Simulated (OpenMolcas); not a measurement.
Yb3+ with 6 ligands (chloride) in trigonal antiprismatic coordination (D3d) at 2.63 Å, a polar angle of 53.6° against the regular 54.74°. A charge of +0.5 e stands 2.4 Å behind each ligand. Ligand basis ANO-RCC-VDZP.
```
Yb    0.0000    0.0000    0.0000
Cl    0.0000    2.1180    1.5592
Cl   -1.8342   -1.0590    1.5592
Cl    1.8342   -1.0590    1.5592
Cl    0.0000   -2.1180   -1.5592
Cl    1.8342    1.0590   -1.5592
Cl   -1.8342    1.0590   -1.5592
```

```
Program             : OpenMolcas
Method              : CASSCF
Basis               : ANO-RCC-VDZP [7s6p4d2f1g]
Scalar Hamiltonian  : DKH2, point nucleus
Active space        : 13 electrons in 7 orbitals (4f)
State averaging     : 2S+1 = 2 odd, 7 roots
Spin-orbit coupling : RASSI with atomic mean-field integrals over the reference wave functions
```

(1) What is the spin-free ground state (labels of D3, the rotations of D3d)?

(2) Where is the first state of the same spin?

(3) What are the lowest two levels with spin-orbit coupling?

(4) What is χT at 300 K, and how does it compare with the textbook value?

Results:

(1) 2E, 2-fold in its orbital part, 100 % from free-ion F terms; it has the highest spin that f13 allows.

(2) 2A2 at 24.3 cm-1 above the ground state.

(3) A 2-fold level E1/2 with g = 2.60, 2.65, 2.65, then a 2-fold level E3/2 81.2 cm-1 above it. Their leading multiplicities are 2 (100 %) and 2 (100 %).

(4) Hund's rules give f13 the level 2F7/2 with g = 1.143, so an isolated free-ion multiplet has χT = g² J(J+1) / 8 = 2.571 cm3 K/mol. The computed 2.535 at 300 K differs by -1 %, through the field's splitting, the mixing of terms and any other multiplet in reach.

Without dynamic correlation the ligand-field splitting of an f shell can come out too small, at times by half. No measured value stands beside these numbers; the geometry is a model, was not optimised and need not be the one that this ion takes.
